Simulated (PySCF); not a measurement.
GaH₂Cl, SMILES [Cl][GaH2].

The structure is a stationary point at B3LYP-D3(BJ)/def2-TZVP.

Vertical ionisation energy (IE) and electron affinity (EA) in eV. Rows of orbital energies are one-electron estimates. Where ΔSCF, EOM or ADC give a negative EA the extra electron is unbound and the value depends on the basis.

| level | IE | EA |
|---|---|---|
| −ε(HOMO), −ε(LUMO), HF/def2-TZVPD (PySCF) | 11.62 | -0.80 |
| −ε(HOMO), −ε(LUMO), PBE/def2-TZVPD (PySCF) | 7.16 | 2.68 |
| ADC(2)/aug-cc-pVDZ (PySCF) | 10.63 | 0.15 |

Question: Beyond the first one, list the lowest photoelectron lines from ADC(2)/aug-cc-pVDZ run with PySCF with their pole strengths (two spins summed). (An estimate is asked for; the answer gives what the named calculation found.)

Answer: 11.26 eV (1.80), 12.08 eV (1.82), 12.44 eV (1.85), 15.83 eV (1.82).
